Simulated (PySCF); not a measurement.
# How methods differ on the electron affinity of Ir

Ir⁻ [Xe] 4f14 5d8 6s2 (3F) → Ir [Xe] 4f14 5d7 6s2 (4F), as a difference of total energies. Computed with PySCF 2.14 in def2-TZVPPD with the def2 core potential (60 electrons), with scalar relativity through the core potential. Correlated levels: valence and next inner shell: nothing frozen outside the core potential. The calculations carry no spin-orbit coupling.

```tsv
method	electron affinity (eV)	difference from reference (eV)
UHF	-0.224	-1.788
MP2 (valence and next inner shell)	1.442	-0.122
SCS-MP2 (valence and next inner shell)	1.354	-0.210
CCSD (valence and next inner shell)	1.181	-0.383
CCSD(T) (valence and next inner shell)	1.343	-0.221
```

Reference: 1.564 eV (measured; photodetachment measurements, as compiled on the Wikipedia data page of electron affinities).

The reference lies between the lowest fine-structure levels, while these numbers refer to the centres of the terms.

Errors of the correlated levels include the incompleteness of this basis.

A negative affinity means that the anion lies above the atom at that level of theory.
